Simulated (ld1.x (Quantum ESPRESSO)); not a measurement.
Before and after: TM potential for Ga (Z = 31)

```
Element                 : gallium (Ga)
Generator               : ld1.x (Quantum ESPRESSO) 7.5
Type                    : norm-conserving Troullier–Martins (Kleinman–Bylander form)
Functional              : LDA (PZ)
Relativity              : non-relativistic
Frozen core             : [Ar]
Valence charge          : 13
Reference configuration : 3d10 4s2 4p1
Partial waves           : 4s (bound): rc 2.10 bohr; 4p (bound): rc 1.75 bohr; 3d (bound): rc 1.25 bohr
Local potential         : the d channel
Core correction         : a·sin(br)/r model core inside 0.65 bohr
```

Change: wave 4p (bound): rc 1.75 bohr becomes 4p (bound): rc 1.46 bohr.

Cutoffs: the cutoffs (Ry, on a coarse ladder) from which the occupation-weighted sum of valence levels, in a spherical-Bessel basis at the reference potential, stays within 10 and 1 mRy of its value at 400 Ry; they do not see the model core or the augmentation charge, which bear on the density cutoff. Errors are all-electron minus pseudo energies relative to the spin-unpolarised reference configuration.

Predict the effect on cutoff, ghosts and configuration errors.

Both files keep a bound ghost (p, s); of the 9 tests that both files solve, the error grows in 3 and shrinks in 2 by more than 15 % and 0.3 meV (median size 5.6 → 3.1 meV).

```csv
quantity,base,changed
"cutoff, loose",180 Ry,180 Ry
"cutoff, tight",over 300 Ry,over 300 Ry
loose cutoff by channel (10 mRy a level),"s 6 Ry, p 6 Ry, d 160 Ry","s 6 Ry, p 50 Ry, d 160 Ry"
bound ghosts,"s, p","s, p"
"error for 3d10 4s2 4p0, meV [ΔE 5.92 eV]",0.0,+0.7
"error for 3d10 4s1 4p0, meV [ΔE 27.05 eV]",-5.6,-3.1
"error for 3d10 4s0 4p0, meV [ΔE 58.12 eV]",-57,-53
"error for 3d10 4s1 4p1, meV [ΔE 13.04 eV]",-0.9,-2.6
"error for 3d10 4s1 4p2, meV [ΔE 6.32 eV]",-1.4,-2.4
"error for 3d9 4s0 4p0, meV [ΔE 122.77 eV]",-271,-307
"error for 3d9 4s2 4p2, meV [ΔE 21.07 eV]",-323,-281
"error for 3d10 4s2 4p1 (spin-polarised), meV [ΔE -0.13 eV]",+0.3,0.0
"error for 3d10 4s1 4p0 (spin-polarised), meV [ΔE 26.74 eV]",-9.3,-6.7
s: phases at 2.30 bohr within 0.05 rad from the reference energy up to (Ry; the scan ends near 5),2.2,2.2
p: phases at 2.30 bohr within 0.05 rad from the reference energy up to (Ry; the scan ends near 5),4.4,to the end of the scan
d: phases at 2.30 bohr within 0.05 rad from the reference energy up to (Ry; the scan ends near 5),1.0,1.0
```

 A true bound ghost makes a file unfit for plane-wave use even where its test errors are small: the radial tests pick states by their node count and pass the ghost by.
